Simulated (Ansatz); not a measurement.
Reaction (stannylene formation by 1,1-elimination): `CC(C)[CH2][Sn]([Cl])([Cl])[Cl]` → `[Cl][Sn][Cl]` + `CC(C)CCl`

Computed with Ansatz on PBE0-D4/def2-TZVP structures; ΔE is electronic, products minus reactants. CCSD(T)/CBS adds triple-zeta CCSD(T) − MP2 to the extrapolated MP2 energy (def2 sets, frozen cores). Functionals use def2-TZVPP. B3LYP here is the variant with VWN-RPA as its local correlation; programs differ in this. HSE06 is defined as in plane-wave codes. def2 core potentials past Kr. For Sn outer-core shells are correlated without core-valence functions, which leaves a few kJ/mol of doubt a bond. Each species was taken in one conformer, which may not be the lowest.

`CC(C)[CH2][Sn]([Cl])([Cl])[Cl]`:

Z-matrix (Å, degrees):
```
C
C 1 1.525
H 1 1.092 2 111.5
H 1 1.093 2 110.7 3 -120.2
H 1 1.094 2 110.8 3 120.2
C 2 1.521 1 111.0 3 178.6
C 2 1.524 1 109.3 3 -57.6
H 2 1.096 1 108.0 3 60.1
H 6 1.094 2 112.3 1 -175.3
H 6 1.094 2 110.9 1 64.2
H 6 1.092 2 110.8 1 -55.6
Sn 7 2.133 2 113.6 1 175.6
H 7 1.093 2 112.4 1 56.5
H 7 1.094 2 111.7 1 -65.2
Cl 12 2.316 7 111.6 2 -31.6
Cl 12 2.314 7 112.0 2 -150.7
Cl 12 2.314 7 114.1 2 88.9
```

`[Cl][Sn][Cl]`:

Z-matrix (Å, degrees):
```
Sn
Cl 1 2.363
Cl 1 2.363 2 98.4
```

`CC(C)CCl`:

Cartesian coordinates in Å:
```
C -0.449 -1.343 -0.434
C 0.110 0.073 -0.371
C -0.969 1.075 0.002
C 1.270 0.092 0.607
Cl 2.140 1.653 0.622
H -0.839 -1.653 0.540
H 0.313 -2.066 -0.738
H -1.270 -1.400 -1.151
H 0.509 0.335 -1.357
H -1.780 1.060 -0.730
H -1.398 0.834 0.980
H -0.572 2.090 0.049
H 2.011 -0.666 0.354
H 0.925 -0.081 1.628
```

```csv
level,ΔE (kJ/mol),difference from CCSD(T)/CBS
PBE0-D4,103.7,-11.6
B2PLYP,81.6,-33.7
revPBE,53.8,-61.5
BLYP,35.8,-79.5
B3LYP,56.2,-59.1
r2SCAN0,105.1,-10.2
HSE06,88.2,-27.1
BHLYP,78.2,-37.1
LC-ωPBE,112.3,-3.0
RPA@PBE/def2-TZVPP,99.7,-15.6
SCS-MP2/def2-TZVPP,104.7,-10.6
CCSD(T)/def2-TZVPP,113.5,-1.8
SCS-MP2/def2-QZVPP,107.0,-8.3
HF/CBS(def2),85.3,-30.0
MP2/CBS(def2),120.6,5.3
CCSD/CBS(def2),109.6,-5.7
CCSD(T)/CBS,115.3,0
```

Largest T1 diagnostic among the species: 0.014.

At CCSD(T), def2-SVP lies −4.1 kJ/mol from the extrapolated value and def2-TZVPP −1.8 kJ/mol. In def2-TZVPP, CCSD(T) changes the Hartree–Fock value by +28.5 kJ/mol (the triples alone add +5.8 kJ/mol) and MP2 by +33.7 kJ/mol. From PBE to PBE0 (25 % exact exchange), in def2-TZVPP and without D4, ΔE moves by +18.3 kJ/mol.

CCSD(T)/CBS has its own doubt, a few kJ/mol and more with outer-core shells, so smaller differences from it don't rank the levels.
